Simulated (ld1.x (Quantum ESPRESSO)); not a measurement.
**Cutoff test, lithium, TM**

* Element: lithium (Li)
* Generator: ld1.x (Quantum ESPRESSO) 7.5
* Type: norm-conserving Troullier–Martins (Kleinman–Bylander form)
* Functional: BLYP
* Relativity: non-relativistic
* Frozen core: none
* Valence charge: 3
* Reference configuration: 1s2 2s1 2p0
* Partial waves: 2p (bound, empty): rc 3.68 bohr; 1s (bound): rc 0.48 bohr
* Local potential: the s channel
* Core correction: none

Occupied shells without a wave of their own: 2s. They enter only through the test configuration that unscreens the potential.

The pseudo-atom Hamiltonian at the reference potential is diagonalised in spherical Bessel functions j_l(qr) that vanish at 20 bohr, with q² up to the cutoff. All-electron valence levels (Ry): 2p -0.0724, 1s -3.8264, 2s -0.2024.

Question: How do the lowest levels (Ry) of each channel move with the cutoff, and are there ghosts?

Answer:

```json
{"cutoff (Ry)": "8", "p #1": "-0.0723", "s #1": "-1.7336", "s #2": "-0.1147", "d #1": "0.0413", "f #1": "0.0920", "Σ f·Δε (mRy)": "4272.0"}
{"cutoff (Ry)": "18", "p #1": "-0.0723", "s #1": "-2.3920", "s #2": "-0.1471", "d #1": "0.0413", "f #1": "0.0920", "Σ f·Δε (mRy)": "2922.7"}
{"cutoff (Ry)": "35", "p #1": "-0.0723", "s #1": "-2.9182", "s #2": "-0.1690", "d #1": "0.0413", "f #1": "0.0920", "Σ f·Δε (mRy)": "1848.4"}
{"cutoff (Ry)": "55", "p #1": "-0.0723", "s #1": "-3.2781", "s #2": "-0.1830", "d #1": "0.0413", "f #1": "0.0920", "Σ f·Δε (mRy)": "1114.7"}
{"cutoff (Ry)": "90", "p #1": "-0.0723", "s #1": "-3.5715", "s #2": "-0.1936", "d #1": "0.0413", "f #1": "0.0920", "Σ f·Δε (mRy)": "517.2"}
{"cutoff (Ry)": "140", "p #1": "-0.0723", "s #1": "-3.7428", "s #2": "-0.1995", "d #1": "0.0413", "f #1": "0.0920", "Σ f·Δε (mRy)": "168.8"}
{"cutoff (Ry)": "230", "p #1": "-0.0723", "s #1": "-3.8176", "s #2": "-0.2020", "d #1": "0.0413", "f #1": "0.0920", "Σ f·Δε (mRy)": "16.7"}
{"cutoff (Ry)": "400", "p #1": "-0.0723", "s #1": "-3.8258", "s #2": "-0.2023", "d #1": "0.0413", "f #1": "0.0920", "Σ f·Δε (mRy)": "0.0"}
```

Result: no extra level below or beside the all-electron valence levels (p, s, d, f tested); 10 mRy is reached at 260 Ry and 1 mRy at over 300 Ry.
